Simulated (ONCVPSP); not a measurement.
## Reading a pseudo-wave (gold)

Columns: radius, all-electron u(r) and pseudo u(r) of the 5p shell (level -62.55 eV) of gold in the configuration [Kr] 4d10 4f14 5s2 5p6 5d9 6s2; PBEsol, scalar-relativistic, ONCV scheme, ONCVPSP 4.0.1.

```tsv
r (bohr)	all-electron	pseudo
0.080	0.0835	0.0067
0.160	0.3501	0.0301
0.240	-0.2315	0.0783
0.320	-0.5965	0.1603
0.400	-0.5181	0.2797
0.480	-0.1790	0.4318
0.560	0.2271	0.6031
0.640	0.5873	0.7743
0.720	0.8570	0.9248
0.800	1.0296	1.0380
0.880	1.1175	1.1049
0.960	1.1391	1.1246
1.040	1.1129	1.1030
1.120	1.0548	1.0498
1.200	0.9777	0.9758
1.280	0.8910	0.8905
1.360	0.8013	0.8013
1.440	0.7133	0.7133
1.520	0.6297	0.6297
1.600	0.5523	0.5523
1.680	0.4817	0.4817
1.760	0.4183	0.4183
1.840	0.3619	0.3619
1.920	0.3122	0.3122
2.000	0.2685	0.2685
2.080	0.2305	0.2305
```

**Question.** How many radial nodes do the two functions have?

**Answer.** The all-electron 5p function has n − l − 1 = 3 (the table is too coarse to show those close to the nucleus); the pseudo-wave has 0, since the states of the same l below it are removed with the core.

**Question.** At about which radius was the pseudo-wave matched?

**Answer.** 1.45 bohr. The columns agree to 0.0005 from 1.36 bohr on; several derivatives are matched, so the curves merge somewhat inside the radius.

**Question.** Is the pseudo-wave norm-conserving?

**Answer.** Yes: the ONCV scheme keeps the norm inside the radius equal to the all-electron one, which fixes the energy derivative of the logarithmic derivative at the level.
